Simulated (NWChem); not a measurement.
Molecule: C$_{2}$H$_{6}$OSe; SMILES O[Se]CC

```xyz
10

Se    -0.3844    -0.6550    -0.0387
C     -0.3885     1.2131    -0.5816
C      0.3953     2.1248     0.3391
H     -1.4600     1.4749    -0.6155
H     -0.0096     1.2519    -1.6141
H      1.4448     1.7982     0.3956
H     -0.0212     2.1246     1.3577
H      0.3909     3.1608    -0.0368
O      1.4073    -0.9298    -0.1453
H      1.7516    -0.8001     0.7471
```
Atoms are numbered in this order, from 1.

Program: NWChem. Pople sets run with spherical d functions. The geometry was optimised at PBE0/def2-SVP. B3LYP is NWChem's, with the RPA form of VWN correlation. GIAO values for the isolated, static molecule; σ is the absolute isotropic shielding, δ = σ(reference) − σ with the isolated reference molecule computed at the same levels (13C: tetramethylsilane, 1H: tetramethylsilane, 17O: water). Spin-orbit effects, on the heavy nuclei and on their neighbours, are missing.

```tsv
level	σ Se1 (ppm)	δ C2 (ppm)	δ C3 (ppm)	δ H4 (ppm)	δ H5 (ppm)	δ H6 (rotor mean) (ppm)	δ O9 (ppm)
BHandHLYP/pcSseg-1	479.0	37.8	15.3	1.86	3.65	1.51	-54.9
KT2/pcSseg-1	399.4	41.1	15.4	2.13	3.88	1.47	-32.6
B3LYP/6-31G*	681.9	38.1	15.1	2.04	3.66	1.43	-40.8
B3LYP/6-311G**	346.5	42.2	15.3	2.10	3.77	1.48	-37.7
```
